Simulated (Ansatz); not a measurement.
Start from `O=C=NBCl` and change one atom or group to get `O=C=N[SiH2]F`.

Ansatz, PBE0-D4/def2-TZVP geometries, multiplicity 1. Each molecule was computed in one conformer, which needn't be the lowest.

| property | `O=C=NBCl` |
| --- | --- |
| size of the dipole moment (B3LYP/def2-TZVPP) / D | 0.72 |
| size of the dipole moment (PBE/def2-TZVPP) / D | 0.55 |
| HOMO–LUMO gap (ωB97M-V/def2-TZVPP) / eV | 11.54 |
| HOMO–LUMO gap (PBE0/def2-TZVPP) / eV | 7.25 |
| HOMO energy (PBE/def2-TZVPP) / eV | -7.73 |
| HOMO–LUMO gap (PBE/def2-TZVPP) / eV | 4.92 |

Task: What does the change do to each property? (Estimate.)

Result: Ansatz gave: 
| property | `O=C=N[SiH2]F` | shift |
| --- | --- | --- |
| size of the dipole moment (B3LYP/def2-TZVPP) / D | 1.77 | 1.05 |
| size of the dipole moment (PBE/def2-TZVPP) / D | 1.62 | 1.07 |
| HOMO–LUMO gap (ωB97M-V/def2-TZVPP) / eV | 12.72 | 1.18 |
| HOMO–LUMO gap (PBE0/def2-TZVPP) / eV | 8.63 | 1.38 |
| HOMO energy (PBE/def2-TZVPP) / eV | -7.56 | 0.17 |
| HOMO–LUMO gap (PBE/def2-TZVPP) / eV | 6.30 | 1.38 |

With PBE0 the HOMO rises by 0.18 eV and the LUMO rises by 1.57 eV, so the gap widens by about 1.39 eV. PBE moves the HOMO by 0.17 eV and ωB97M-V by 0.19 eV. Dipoles are sizes alone; their direction can turn.

B3LYP here is the variant with VWN-RPA as its local correlation; programs differ in this.
